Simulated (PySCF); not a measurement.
**Computed vibrations of [SmI2]+**

[SmI2]+ (singlet in the valence; each metal's 4f electrons, 5 of them, lie in its core potential, out of spins and levels). PySCF 2.14.0, RKS PBE0, Sm lcecp-1-SVP with ECP51, I def2-SVP with ECP28; non-relativistic Hamiltonian with scalar-relativistic core potentials where named; density fitting; no spin-orbit coupling. Central differences of gradients.

```xyz
3

Sm    0.0000    0.0000   -1.0387
I     2.2248    0.0000    0.6217
I    -2.2248    0.0000    0.6217
```

Run from Python with OMP_NUM_THREADS=2. Where DIIS fails, smearing, a level shift and second-order steps follow.
It took 42 s on 2 threads of Intel(R) Xeon(R) CPU @ 2.80GHz (Skylake/Cascade Lake), on a shared host.

(1) What are the harmonic wavenumbers and infrared intensities?

(2) Is this a minimum?

An lcecp potential fixes the number of 4f electrons, so in runs with it no electron can move into or out of that shell.

Results:

(1) Modes are labelled in C2v; negative numbers are unstable modes, those under 60 cm⁻¹ near the noise; a finer grid moves soft modes by up to 10 cm⁻¹.
| cm⁻¹ | km/mol | symmetry |
| --- | --- | --- |
| 39 | 1.6 | a1 |
| 204 | 12.2 | a1 |
| 217 | 52.4 | b2 |

(2) Yes, within the noise of the softest modes. Ideal gas at 298.15 K and 1 bar: S = 364.0 J/(mol K), Cp = 56.8 J/(mol K), H − H(0 K) = 15.0 kJ/mol (rigid rotor, harmonic modes, spin degeneracy alone, that of the 4f electrons in the core included; the modes under 60 cm⁻¹ make these uncertain).
